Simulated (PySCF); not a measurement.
Gas-phase reaction: GaF3 + 3 HF = GaH3 + 3 F2

Energies from PySCF, thermal terms from the rigid-rotor harmonic-oscillator model, ideal gas at 1 bar. † marks an energy on the PBE0/def2-TZVP geometry and frequencies; other levels use their own. CCSD(T) freezes the core. All species are closed-shell singlets. Ga: all electrons, no relativistic terms. GaH3: computed as isolated molecules; such fragments, hydroxides, amides, oligomers or adducts are transient or little studied in the gas. CCSD(T) isn't extrapolated to the basis-set limit.

BLYP/def2-TZVP† gives ΔH°(298 K) = 1696 kJ.

Question: What do ωB97X-V/def2-TZVP†, CCSD(T)/def2-SVP†, PBE/def2-SVP give?

Answer: ωB97X-V/def2-TZVP†: 1782 kJ; CCSD(T)/def2-SVP†: 1776 kJ; PBE/def2-SVP: 1632 kJ. For scale, ΔH°(298 K) is 1696 kJ at this level, 1791 kJ at ωB97M-V/def2-TZVP†, and runs from 1463 to 1948 kJ over the 20 levels computed.
